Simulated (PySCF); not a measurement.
C$_{2}$H$_{7}$OSi (SMILES C[Si](C)O), doublet, geometry from GFN2-xTB; MP2/3-21G in PySCF.

Here is a job for PySCF.
```python
from pyscf import gto, scf, mp

mol = gto.Mole()
mol.atom = '''
    C     1.559542   -0.854831   -0.060579
    Si   -0.004100    0.110428    0.419904
    C    -1.615482   -0.777351   -0.087813
    O     0.147495    1.521066   -0.416852
    H     2.455580   -0.308055    0.212588
    H     1.592451   -1.822975    0.428377
    H     1.584879   -1.016602   -1.136717
    H    -1.650777   -0.907455   -1.169306
    H    -2.498882   -0.217552    0.206633
    H    -1.684289   -1.759852    0.366113
    H    -0.585888    2.111072   -0.561175
'''
mol.basis = '3-21g'
mol.charge = 0
mol.spin = 1
mol.verbose = 4
mol.build()

mf = scf.UHF(mol)
mf.kernel()

pt = mp.MP2(mf)
pt.kernel()
print('E(MP2) = %.10f' % pt.e_tot)
```

Output, abridged:

```
PySCF version 2.14.0

[INPUT] verbose = 4
[INPUT] num. atoms = 11
[INPUT] num. electrons = 41
[INPUT] charge = 0
[INPUT] spin (= nelec alpha-beta = 2S) = 1
[INPUT] symmetry False subgroup None
[INPUT] Mole.unit = angstrom
[INPUT] Symbol           X                Y                Z      unit          X                Y                Z       unit  Magmom
[INPUT]  1 C      1.559542000000  -0.854831000000  -0.060579000000 AA    2.947107259756  -1.615396472788  -0.114477718900 Bohr   0.0
[INPUT]  2 Si    -0.004100000000   0.110428000000   0.419904000000 AA   -0.007747877111   0.208678676483   0.793503558609 Bohr   0.0
[INPUT]  3 C     -1.615482000000  -0.777351000000  -0.087813000000 AA   -3.052818539165  -1.468980492657  -0.165942520176 Bohr   0.0
[INPUT]  4 O      0.147495000000   1.521066000000  -0.416852000000 AA    0.278725154743   2.874398157388  -0.787736114477 Bohr   0.0
[INPUT]  5 H      2.455580000000  -0.308055000000   0.212588000000 AA    4.640373676959  -0.582139581303   0.401733097369 Bohr   0.0
[INPUT]  6 H      1.592451000000  -1.822975000000   0.428377000000 AA    3.009296256790  -3.444923481929   0.809515208063 Bohr   0.0
[INPUT]  7 H      1.584879000000  -1.016602000000  -1.136717000000 AA    2.994987250575  -1.921099357685  -2.148083811137 Bohr   0.0
[INPUT]  8 H     -1.650777000000  -0.907455000000  -1.169306000000 AA   -3.119516422731  -1.714841420367  -2.209668095811 Bohr   0.0
[INPUT]  9 H     -2.498882000000  -0.217552000000   0.206633000000 AA   -4.722202597605  -0.411113697851   0.390479778297 Bohr   0.0
[INPUT] 10 H     -1.684289000000  -1.759852000000   0.366113000000 AA   -3.182844924618  -3.325638299768   0.691853300643 Bohr   0.0
[INPUT] 11 H     -0.585888000000   2.111072000000  -0.561175000000 AA   -1.107167859669   3.989347909238  -1.060467057953 Bohr   0.0

nuclear repulsion = 168.163722602983
number of shells = 36
number of NR pGTOs = 93
number of NR cGTOs = 54
basis = 3-21g
ecp = {}

******** <class 'pyscf.scf.uhf.UHF'> ********
method = UHF
initial guess = minao
damping factor = 0
level_shift factor = 0
DIIS = <class 'pyscf.scf.diis.CDIIS'>
diis_start_cycle = 1
diis_space = 8
diis_damp = 0
SCF conv_tol = 1e-09
SCF conv_tol_grad = None
SCF max_cycles = 50
direct_scf = True
direct_scf_tol = 1e-13
number electrons alpha = 21  beta = 20
Set gradient conv threshold to 3.16228e-05
init E= -441.255534595356

cycle= 1 E= -441.185120465485  delta_E= 0.0704  |g|= 0.359  |ddm|=  2.1
cycle= 2 E= -441.23653772159  delta_E= -0.0514  |g|= 0.194  |ddm|= 0.504
cycle= 3 E= -441.25029701829  delta_E= -0.0138  |g|= 0.035  |ddm|= 0.179
cycle= 4 E= -441.251599811329  delta_E= -0.0013  |g|= 0.00729  |ddm|= 0.0843
cycle= 5 E= -441.251727994046  delta_E= -0.000128  |g|= 0.00285  |ddm|= 0.0311
cycle= 6 E= -441.251748815195  delta_E= -2.08e-05  |g|= 0.00114  |ddm|= 0.0123
cycle= 7 E= -441.251751615265  delta_E= -2.8e-06  |g|= 0.000475  |ddm|= 0.00401
cycle= 8 E= -441.251752029724  delta_E= -4.14e-07  |g|= 0.00018  |ddm|= 0.0014
cycle= 9 E= -441.251752099053  delta_E= -6.93e-08  |g|= 7.69e-05  |ddm|= 0.000611
cycle= 10 E= -441.251752112447  delta_E= -1.34e-08  |g|= 3.31e-05  |ddm|= 0.000298
cycle= 11 E= -441.251752115033  delta_E= -2.59e-09  |g|= 9.65e-06  |ddm|= 0.000151
cycle= 12 E= -441.251752115196  delta_E= -1.62e-10  |g|= 3.79e-06  |ddm|= 2.85e-05
Extra cycle  E= -441.251752115214  delta_E= -1.83e-11  |g|= 2.18e-06  |ddm|= 1.03e-05
converged SCF energy = -441.251752115214  <S^2> = 0.75217552  2S+1 = 2.0021743

******** <class 'pyscf.mp.ump2.UMP2'> ********
nocc = (np.int64(21), np.int64(20)), nmo = (54, 54)
E(UMP2) = -441.603389770666  E_corr = -0.351637655451772
E(SCS-UMP2) = -441.606361160419  E_corr = -0.354609045204739
E_corr(same-spin) = -0.0777186246200629
E_corr(oppo-spin) = -0.273919030831709
E(MP2) = -441.6033897707
```
